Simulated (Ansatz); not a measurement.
Species: C2H5Br3Si (charge 0, singlet). SMILES: CC[Si](Br)(Br)Br
Coordinates optimised at B3LYP-D3(BJ)/def2-TZVP (Ansatz, an electronic-structure program):
```xyz
11

C     -3.0830     0.1164     0.2481
C     -1.9666    -0.9201     0.0935
Si    -0.2525    -0.2034     0.0064
Br    -0.0748     1.1731    -1.7333
Br     0.2056     0.9389     1.8608
Br     1.2409    -1.8357    -0.2165
H     -3.0966     0.8120    -0.5915
H     -2.9598     0.6977     1.1624
H     -4.0560    -0.3750     0.2920
H     -1.9648    -1.6253     0.9295
H     -2.1010    -1.5115    -0.8167
```
Charge 0, spin multiplicity 1.

Wanted: vertical ionisation energy (to the doublet state of charge +1; each state is the SCF solution reached for its spin; for the doublet the Hartree-Fock reference is unstable and T1 is 0.013), in eV. Cores are frozen in the correlated levels unless marked. Open shells are spin-unrestricted. Spin-orbit coupling is left out. Frozen are the shells of the preceding noble gas and the d and f shells that filled before the atom's block. No relativistic terms.  The program attaches cautions to a run behind CCSD/def2-SVPD: other roots. The program attaches cautions to a run behind CCSD/def2-TZVPPD: other roots. The program attaches cautions to a run behind CCSD(T)/def2-SVPD: other roots. The program attaches cautions to a run behind CCSD(T)/def2-TZVPPD: other roots.

| level | program | vertical ionisation energy (eV) |
|---|---|---|
| RI-HF/def2-TZVPPD | Ansatz | 10.09 |
| SVWN5/def2-TZVPD | Ansatz | 9.83 |
| r2SCAN/def2-TZVPD | Ansatz | 9.94 |
| B3LYP/def2-TZVPD | Ansatz | 10.08 |
| BHLYP/def2-TZVPD | Ansatz | 10.50 |
| CAM-B3LYP/def2-TZVPD | Ansatz | 10.51 |
| wB97M-V/def2-TZVPD | Ansatz | 10.63 |
| B2PLYP/def2-TZVPD | Ansatz | 10.28 |
| RI-MP2/def2-TZVPPD | Ansatz | 10.97 |
| RI-MP2/def2-QZVPPD | Ansatz | 11.07 |
| CCSD/def2-SVPD | Ansatz | 10.57 |
| CCSD/def2-TZVPPD | Ansatz | 10.68 |
| CCSD(T)/def2-SVPD | Ansatz | 10.43 |
| CCSD(T)/def2-TZVPPD | Ansatz | 10.54 |
